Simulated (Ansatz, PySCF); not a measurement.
Caution: the highest occupied level lies above zero, so the state may not be bound. Caution: the restricted solution is unstable towards spin-unrestricted or complex orbitals, so a lower solution exists and this singlet may not be the ground state. This singlet is an excited state, 0.26 eV above the relaxed triplet at the level B3LYP/aug-cc-pVTZ // PBE0-D3(BJ)/def2-TZVPD (Ansatz, a program for electronic structure).

**CH3BNSi, SMILES `[B-]([SiH3])[N+]#[C-]` (excited singlet) (charge -1, multiplicity 1)**

Calculation: PBE0-D3(BJ)/def2-TZVPD run with PySCF 2.14.0.

The HOMO comes out as 0.16 eV and the total energy comes out as -11121.78 eV. The cost is very roughly 30 core-seconds.

```xyz
7

C      3.0080    -0.1923     0.2787
N      1.8780    -0.4153     0.5569
B      0.5617    -0.7637     0.9752
Si    -0.9543     0.1673     0.0356
H     -1.8624    -0.8671    -0.5670
H     -1.8063     0.8652     1.0578
H     -0.8246     1.2058    -1.0761
```
Charge -1, spin multiplicity 1.
